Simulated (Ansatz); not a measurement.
The cluster K3Bi. Total charge 0; singlet. Geometry PBE0-D4/def2-TZVP, that of the charge +1 doublet.

```xyz
4

K    -3.263   -0.605   -0.475
K     2.084    0.288   -2.610
K     1.182    0.327    3.097
Bi   -0.003   -0.010   -0.012
```

In the def2 sets Bi takes a core potential; there is no spin–orbit coupling. A triplet lies near this restricted singlet, and broken spin symmetry wasn't tried. The structure comes from a short search, and lower isomers may exist.

Task: Estimate the orbital energies around the gap (eV) in Ansatz with PBE-D4/def2-TZVP, r2SCAN-D4/def2-TZVP, PBE0-D4/def2-TZVP.

Result: 
| orbital | PBE-D4/def2-TZVP | r2SCAN-D4/def2-TZVP | PBE0-D4/def2-TZVP |
| --- | --- | --- | --- |
| HOMO−5 | -17.96 | -18.53 | -19.92 |
| HOMO−4 | -17.94 | -18.52 | -19.90 |
| HOMO−3 | -10.72 | -10.75 | -11.83 |
| HOMO−2 | -2.41 | -2.19 | -2.76 |
| HOMO−1 | -2.40 | -2.18 | -2.75 |
| HOMO | -1.71 | -1.59 | -2.16 |
| LUMO | -1.59 | -1.22 | -1.11 |
| LUMO+1 | -1.10 | -0.74 | -0.60 |
| LUMO+2 | -1.10 | -0.74 | -0.60 |
| LUMO+3 | 0.11 | 0.53 | 0.62 |
| LUMO+4 | 0.12 | 0.55 | 0.63 |
| LUMO+5 | 0.38 | 0.78 | 0.94 |
